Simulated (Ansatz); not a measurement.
A nudged elastic band was laid between two geometries of CH6GeS (9 atoms, charge 0, multiplicity 1).

Method: RKS PBE/def2-SVP in Ansatz 0.2.0.

```json
{"movable images": "7", "climbing image": "yes", "spring": "5.0 eV/Å²", "optimiser": "quadratic models (default)", "start path": "through a guess of the saddle point", "force threshold": "0.03 eV/Å", "iteration limit": "60", "end points": "relaxed"}
```

Initial state:

```xyz
9
Properties=species:S:1:pos:R:3
Ge -0.845 -0.152 -0.041
C 0.753 0.829 0.556
S -0.281 -2.205 -0.787
H 0.589 -1.728 -1.722
H -1.591 0.642 -1.152
H -1.814 -0.439 1.135
H 0.464 1.801 1.001
H 1.298 0.231 1.311
H 1.428 1.019 -0.302
```

Final state:

```xyz
9
Properties=species:S:1:pos:R:3
Ge -1.763 -0.845 -0.361
C 1.404 0.724 0.320
S -1.402 -2.582 -1.383
H 1.257 -0.231 -0.220
H -2.090 0.520 -1.038
H -1.779 -0.723 1.191
H 0.518 1.377 0.194
H 1.564 0.520 1.395
H 2.290 1.240 -0.098
```

Question: What changes between the two ends?

Answer: Bonds broken: Ge1–C2, S3–H4. Bonds formed: C2–H4. CH6GeS becomes CH4 + GeH2S.

Question: Give the energies along the band, and the barrier.

Answer: The forces met the threshold. The highest image is number 4 of 0 to 8, 223.9 kJ/mol above the first end and 139.5 kJ/mol above the last; the last end lies 84.4 kJ/mol above the first. Neighbouring images differ by up to 1.5 eV, so the band resolves the path poorly. A vibrational analysis at the climbing image gives one clearly imaginary mode, 1311i cm⁻¹: a first-order saddle point. The orbitals stay closed-shell, which can raise the energy where a bond breaks towards radicals; this wasn't checked here.

```csv
image,path coordinate (Å),energy (kJ/mol),Ge1–C2 (Å),S3–H4 (Å),C2–H4 (Å)
0,0.00,0.0,1.97,1.36,3.43
1,0.70,3.2,1.97,1.36,3.13
2,1.40,10.8,1.97,1.36,2.74
3,2.09,75.7,2.01,1.39,2.03
4,2.79,223.9,2.23,1.87,1.38
5,3.37,137.1,2.64,2.38,1.13
6,3.96,96.0,3.01,2.84,1.11
7,4.54,85.7,3.34,3.32,1.11
8,5.13,84.4,3.60,3.73,1.11
```

Question: What is the geometry of the highest image?

Answer: 
```xyz
9
Properties=species:S:1:pos:R:3
Ge -1.117 -0.434 -0.191
C 0.839 0.528 0.302
S -0.213 -2.011 -1.329
H 0.650 -0.599 -0.464
H -1.849 0.768 -0.866
H -1.605 -0.616 1.279
H 0.465 1.560 0.141
H 1.020 0.313 1.370
H 1.810 0.489 -0.243
```

The band took 14 iterations and of the order of 5 core-minutes.

The run took 2.5 min on 2 threads of Intel(R) Xeon(R) Platinum 8259CL CPU @ 2.50GHz (Skylake/Cascade Lake), on a shared host, peak memory 0.16 GiB.
